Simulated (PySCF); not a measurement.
# 15N chemical shifts

Calculated, not measured (PySCF 2.14.0 with density-fitted response routines): shielding tensors at PBE0/pcSseg-1 (GIAO), geometry from GFN2-xTB. Isolated molecule, averaged over atoms made equivalent by symmetry, fast rotation or ring inversion, one computed conformer, non-relativistic Hamiltonian.

Shieldings were converted by a linear fit to measured shifts: 15N (scatter 6.3 ppm rms vs CH3NO2, solution or neat liquid). A few per cent of atoms miss by over 2 rms, more outside the fitted compound classes.

(1) Give the 15N shifts of `C[C@H]([SiH2]N[SiH3])[SiH](C)C`, `CC(=O)NC1CC1`.

(2) Order these by 15N shift, lowest first.
A. O=CN1CCCC1
B. CC[Si](C)(C)N([SiH3])[SiH3]
C. C=CC(=O)N(C)C

Answers

(1) 
| compound | environment | δ (ppm) |
| --- | --- | --- |
| C[C@H]([SiH2]N[SiH3])[SiH](C)C | nitrogen bonded to 2 Si, H | -393.5 |
| CC(=O)NC1CC1 | amide-type nitrogen | -264.0 |

(2) B (-401.1 ppm, nitrogen bonded to 3 Si), C (-289.2 ppm, amide-type nitrogen), A (-263.3 ppm, amide-type nitrogen).
